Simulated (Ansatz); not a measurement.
`O[Si](O)(F)[SiH3]` + H–F → `O[Si](F)(F)[SiH3]` + H₂O at 500 K and 1 bar (ligand exchange at the Si–O bond).

Isolated molecules relaxed with PBE0-D4/def2-TZVP in Ansatz; ΔE leaves out vibrations. CBS: MP2 limit from def2 TZ/QZ plus the TZ coupled-cluster correction, frozen cores. This one scheme is used for every species. One conformer a species, not always the lowest.

```csv
species,CCSD(T)/CBS energy (Eh),H − E (kJ/mol),S (J/(mol·K))
`O[Si](O)(F)[SiH3]`,-831.48045,202.4,442.0
H–F,-100.39570,39.4,188.7
`O[Si](F)(F)[SiH3]`,-855.51273,168.9,428.8
H₂O,-76.37941,73.2,206.3
```

H − E and S are ideal-gas, rigid-rotor, harmonic terms from PBE0-D4/def2-TZVP, for one conformer and one mirror image of each species. 1 Eh = 2625.50 kJ/mol, R = 8.31446 J/(mol·K).

Question: By hand: ΔE, ΔH, ΔS and ΔG.

Answer: ΔE = (-855.51273) + (-76.37941) − (-831.48045) − (-100.39570) = -0.01599 Eh = -42.0 kJ/mol. Δ(H − E) = 168.9 + 73.2 − 202.4 − 39.4 = 0.3, so ΔH = -41.7 kJ/mol. ΔS = 428.8 + 206.3 − 442.0 − 188.7 = 4.4 J/(mol·K). ΔG = -41.7 − 500 × (4.4)/1000 = -43.9 kJ/mol.

Question: By hand: the equilibrium constant, and the temperature at which ΔG would vanish if ΔH and ΔS stayed fixed.

Answer: log₁₀ K = −ΔG/(RT ln 10) = 4.6. ΔH and −TΔS have one sign here, so there is no such temperature.

The number of gas molecules stays the same, so ΔS is small and ΔH decides. A doubt of 5 kJ/mol in ΔE shifts log₁₀ K by 0.5 here. Other conformers and mirror images would add mixing entropy, several J/(mol·K) or more a flexible species. These are equilibria of isolated gas molecules and say nothing of rates. Largest T1 diagnostic: 0.013 (customary marks: 0.02 for closed shells, 0.045 for open ones).

ΔS is within the doubt of such terms, so its sign, and with it that verdict, could turn.
